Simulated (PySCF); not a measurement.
# Frontier orbitals and the lowest excitations

Compound: TiI2(OMe)2, C₂H₆I₂O₂Ti (singlet state).
Structure used (PBE0-D3(BJ)/def2-SVP), in Å, numbered top down from 1:
```xyz
13
C2H6I2O2Ti angstrom
Ti     0.987    0.015    0.640
I      1.220    0.023    3.219
I      3.297   -0.099   -0.519
O      0.200    1.463    0.132
C     -0.544    2.490   -0.430
H     -0.879    3.182    0.360
H     -1.428    2.089   -0.953
H      0.076    3.048   -1.150
O      0.106   -1.389    0.172
C     -0.607   -2.491   -0.273
H      0.047   -3.141   -0.876
H     -1.464   -2.175   -0.890
H     -0.981   -3.067    0.590
```

Level of theory: TDDFT PBE0/def2-SVPD, vertical, gas phase, core orbitals frozen in the response, def2 core potentials past Kr in PySCF. Spin–orbit coupling is left out.

Frontier orbitals with the atoms that hold most of them (Löwdin shares over 4%, at most four atoms; ? is withheld):

```json
{"orbital": "LUMO+2", "ε (eV)": "-2.02", "atoms": "Ti1 67%, I2 10%, I3 10%, O4 7%"}
{"orbital": "LUMO+1", "ε (eV)": "-2.10", "atoms": "Ti1 74%, O9 9%, O4 6%, I3 4%"}
{"orbital": "LUMO", "ε (eV)": "-2.62", "atoms": "Ti1 73%, I2 10%, I3 10%"}
{"orbital": "HOMO", "ε (eV)": "?", "atoms": "?"}
{"orbital": "HOMO-1", "ε (eV)": "-7.33", "atoms": "?"}
{"orbital": "HOMO-2", "ε (eV)": "-7.53", "atoms": "I3 47%, I2 39%, Ti1 6%"}
{"orbital": "HOMO-3", "ε (eV)": "-7.95", "atoms": "I3 44%, I2 42%, Ti1 13%"}
```

**Question.** Which atoms hold the HOMO-1, and with what shares?

**Answer.** I2 (bonded to Ti) 49%; I3 (bonded to Ti) 41%.

**Question.** Give the leading atoms of the HOMO.

**Answer.** I2 (bonded to Ti) 48%; I3 (bonded to Ti) 46%.

**Question.** What is the HOMO energy, and the HOMO–LUMO gap?

**Answer.** ε(HOMO) = -7.17 eV; the gap is 4.56 eV (0.1675 hartree).

**Question.** The HOMO–LUMO gap is 4.56 eV. Where does the response calculation put the lowest singlet, and from which orbitals?

**Answer.** S1 is at 3.38 eV (f = 0.0001), 1.18 eV below the gap, made of HOMO-1→LUMO (99%). Its leading pair isn't HOMO and LUMO; the energies of that pair differ by 4.71 eV. Without the coupling terms of the response equations the lowest excitation would equal the gap.

**Question.** Give energy, strength and leading configuration of S1, S2, S3 and S4, and follow the Löwdin shares of the leading atoms from the occupied to the empty orbital.

**Answer.** 
- S1 (3.38 eV, f 0.0001), HOMO-1→LUMO (99%): I2 49% → 10%, I3 41% → 10%, Ti1 at most 4% → 73%; the Löwdin share of titanium is at most 4% in HOMO-1 and 73% in LUMO (ligand-to-metal charge transfer by this measure)
- S2 (3.50 eV, f 0.053), HOMO→LUMO (89%): I2 48% → 10%, I3 46% → 10%, Ti1 at most 4% → 73%; the Löwdin share of titanium is at most 4% in HOMO and 73% in LUMO (ligand-to-metal charge transfer by this measure)
- S3 (3.56 eV, f 0.0003), HOMO-2→LUMO (98%): I3 47% → 10%, I2 39% → 10%, Ti1 6% → 73%; the Löwdin share of titanium is 6% in HOMO-2 and 73% in LUMO (ligand-to-metal charge transfer by this measure)
- S4 (3.82 eV, f 0.0016), HOMO→LUMO+1 (96%): I2 48% → at most 4%, I3 46% → 4%, Ti1 at most 4% → 74%, O9 at most 4% → 9%; the Löwdin share of titanium is at most 4% in HOMO and 74% in LUMO+1 (ligand-to-metal charge transfer by this measure)
